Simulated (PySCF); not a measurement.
Which level of theory gave which numbers?

Compound: m-cresol, C7H8O.
Numbering: `[CH3:1][c:2]1[cH:3][cH:4][cH:5][c:6]([OH:7])[cH:8]1` (hydrogens: H9, H10, H11 on C1; H12 on C3; H13 on C4; H14 on C5; H15 on O7; H16 on C8)

The closed-shell ground state was solved 7 times with PySCF (density fitting, gas phase), always in the def2-SVPD basis (227 functions), with these functionals: B3LYP, BHandHLYP, CAM-B3LYP, HF, LC-wPBE, PBE and PBE0. Geometry: PBE0-D3(BJ)/def2-SVP, one conformer, isolated molecule.

```csv
row,total energy (Eh),HOMO (eV),LUMO (eV),dipole (D)
P,-346.3435,-7.31,0.71,1.68
Q,-346.1540,-6.45,-0.27,1.64
R,-346.3218,-8.90,1.81,1.69
S,-346.1249,-5.42,-1.15,1.59
T,-346.3725,-7.66,0.78,1.66
U,-346.5608,-6.25,-0.47,1.62
V,-344.3578,-8.49,2.53,1.74
```

Which functional belongs to which row?

P = BHandHLYP, Q = PBE0, R = LC-wPBE, S = PBE, T = CAM-B3LYP, U = B3LYP, V = HF. By rising HOMO–LUMO gap: PBE (GGA) 4.27 eV; B3LYP (global hybrid, 20 % exact exchange) 5.78 eV; PBE0 (global hybrid, 25 % exact exchange) 6.18 eV; BHandHLYP (global hybrid, 50 % exact exchange) 8.02 eV; CAM-B3LYP (range-separated hybrid) 8.44 eV; LC-wPBE (range-separated hybrid) 10.71 eV; HF (all exact exchange) 11.02 eV. Total energies of different functionals aren't bounds to one another; each is stationary for its own functional.

The values belong to the conformer `[CH3:1][c:2]1[cH:3][cH:4][cH:5][c:6]([OH:7])[cH:8]1`: H–O7–C6–C5 180°.
